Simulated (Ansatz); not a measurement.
`[NH2][GaH][AsH2]` + `S[S][GeH3]` → `[GeH3][S]S[AsH2]` + `[NH2][GaH2]`  (cleavage of the As–Ga bond)

Computed with Ansatz on PBE0-D4/def2-TZVP structures; ΔE is electronic, products minus reactants. CCSD(T)/CBS is the MP2 limit (def2-TZVPP, def2-QZVPP) plus CCSD(T) − MP2 in def2-TZVPP, frozen cores. Functionals use def2-TZVPP. B3LYP here is the variant with VWN-RPA as its local correlation; programs differ in this. HSE06 is defined as in plane-wave codes. For As, Ga, Ge outer-core shells are correlated without core-valence functions, which leaves a few kJ/mol of doubt a bond. Scalar relativity is left out up to krypton. One conformer a species, not always the lowest.

`[NH2][GaH][AsH2]`:

Z-matrix (Å, degrees):
```
N
Ga 1 1.815
H 1 1.006 2 123.7
H 1 1.006 2 124.3 3 -176.8
As 2 2.416 1 117.4 3 -177.6
H 2 1.565 1 117.4 3 -1.8
H 5 1.522 2 91.5 1 -133.3
H 5 1.523 2 92.2 1 -40.6
```

`S[S][GeH3]`:

Z-matrix (Å, degrees):
```
Ge
S 1 2.234
H 1 1.534 2 109.0
H 1 1.536 2 108.7 3 120.6
H 1 1.537 2 106.1 3 -120.0
S 2 2.058 1 99.3 3 -57.9
H 6 1.347 2 98.3 1 -89.0
```

`[GeH3][S]S[AsH2]`:

```xyz
9

Ge    1.351   -1.005   -1.004
S    -0.693   -0.296   -1.552
S    -0.772    1.386   -0.366
As   -1.523    0.524    1.576
H     1.376   -1.269    0.509
H     1.594   -2.299   -1.796
H     2.371    0.079   -1.378
H    -0.852    1.602    2.421
H    -2.851    1.277    1.589
```

`[NH2][GaH2]`:

Cartesian coordinates in Å:
```
N 0.494 0.331 0.745
Ga -0.446 -0.299 -0.672
H 1.155 1.087 0.690
H 0.418 -0.034 1.679
H -0.193 0.395 -2.048
H -1.428 -1.481 -0.394
```

| level | ΔE (kJ/mol) | difference from CCSD(T)/CBS |
| --- | --- | --- |
| LDA (SPW92) | 35.3 | -4.9 |
| PBE-D4 | 32.5 | -7.7 |
| revPBE-D4 | 27.9 | -12.3 |
| BLYP-D4 | 26.7 | -13.5 |
| r2SCAN-D4 | 37.0 | -3.2 |
| B97M-V | 25.2 | -15.0 |
| PBE0-D4 | 37.9 | -2.3 |
| B3LYP-D4 | 32.3 | -7.9 |
| r2SCANh-D4 | 38.7 | -1.5 |
| r2SCAN0-D4 | 41.0 | 0.8 |
| HSE06-D4 | 37.8 | -2.4 |
| BHLYP-D4 | 37.1 | -3.1 |
| CAM-B3LYP-D4 | 36.5 | -3.7 |
| ωB97X-V | 38.0 | -2.2 |
| ωB97M-V | 37.4 | -2.8 |
| B2PLYP | 38.5 | -1.7 |
| PBE-QIDH | 41.9 | 1.7 |
| PBE | 36.3 | -3.9 |
| revPBE | 37.1 | -3.1 |
| BLYP | 35.1 | -5.1 |
| PBE0 | 41.3 | 1.1 |
| B3LYP | 38.9 | -1.3 |
| r2SCANh | 39.7 | -0.5 |
| r2SCAN0 | 42.1 | 1.9 |
| HSE06 | 41.1 | 0.9 |
| BHLYP | 42.5 | 2.3 |
| LC-ωPBE | 43.1 | 2.9 |
| HF/def2-SVP | 47.3 | 7.1 |
| MP2/def2-SVP | 43.0 | 2.8 |
| CCSD/def2-SVP | 45.2 | 5.0 |
| CCSD(T)/def2-SVP | 43.0 | 2.8 |
| HF/def2-TZVPP | 45.2 | 5.0 |
| MP2/def2-TZVPP | 39.4 | -0.8 |
| SCS-MP2/def2-TZVPP | 38.2 | -2.0 |
| CCSD(T)/def2-TZVPP | 42.0 | 1.8 |
| HF/def2-QZVPP | 44.0 | 3.8 |
| SCS-MP2/def2-QZVPP | 36.5 | -3.7 |
| HF/CBS(def2) | 43.9 | 3.7 |
| MP2/CBS(def2) | 37.6 | -2.6 |
| CCSD/CBS(def2) | 43.0 | 2.8 |
| CCSD(T)/CBS | 40.2 | 0 |

Largest T1 diagnostic among the species: 0.014.

From r2SCAN to r2SCAN0 (25 % exact exchange), in def2-TZVPP and without D4, ΔE moves by +4.2 kJ/mol. In def2-TZVPP, CCSD(T) changes the Hartree–Fock value by −3.2 kJ/mol (the triples alone add −2.8 kJ/mol) and MP2 by −5.8 kJ/mol.

CCSD(T)/CBS has its own doubt, a few kJ/mol and more with outer-core shells, so smaller differences from it don't rank the levels.
